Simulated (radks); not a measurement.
The numbers below are computed, except where a source is named.
Excited configurations of Nd I: one electron is placed in a higher orbital outside [Xe] 4f4 6s1. The ground configuration is [Xe] 4f4 6s2. Level of theory: Dirac Kohn-Sham, PBE, spin-unpolarised, spherical densities, point nucleus; open shells are shared between the two j in proportion to 2j + 1 (a radial shooting solver on a logarithmic mesh with Libxc functionals). Excitation = E - E(ground); binding = E(ion) - E, where the ion is the core of charge +1; n* = 1/sqrt(2 binding) in atomic units, and the quantum defect is n - n*. Eigenvalue and <r> are those of j = l + 1/2.

| outer orbital | excitation (eV) | binding (eV) | n* | quantum defect | eigenvalue (eV) | <r> (bohr) |
|---|---|---|---|---|---|---|
| 5d | 1.706 | 4.094 | 1.823 | 3.177 | -1.232 | 3.735 |
| 6p | 2.320 | 3.480 | 1.977 | 4.023 | -1.723 | 5.975 |
| 6d | 4.311 | 1.489 | 3.023 | 2.977 | -0.717 | 11.56 |
| 6f | 5.142 | 0.657 | 4.549 | 1.451 | -0.366 | 28.11 |
| 7s | 3.712 | 2.088 | 2.553 | 4.447 | -1.245 | 10.44 |
| 7p | 4.244 | 1.556 | 2.957 | 4.043 | -0.893 | 13.35 |
| 7d | 4.868 | 0.932 | 3.820 | 3.180 | -0.532 | 21.23 |
| 7f | 5.318 | 0.481 | 5.316 | 1.684 | -0.293 | 41.75 |

Estimate the row for 5f.

Answer. excitation (eV) 4.867; binding (eV) 0.933; n* 3.818; quantum defect 1.182; eigenvalue (eV) -0.426; <r> (bohr) 16.70. The Delta-SCF ionisation energy is 5.800 eV (NIST Atomic Spectra Database: 5.525 eV, measured). Self-interaction in the functional shifts the binding energies and quantum defects, so they are the method's values and not measured ones. Spin polarisation and multiplet splitting are left out, so open shells lie too high by an amount that depends on their filling. Sharing an open shell by 2j + 1 raises it above the true ground level by a part of the spin-orbit splitting, which enters the differences from NIST.

Beside tabulated values, note that spin-unpolarised runs miss the spin-polarisation part of the exchange energy of open shells.
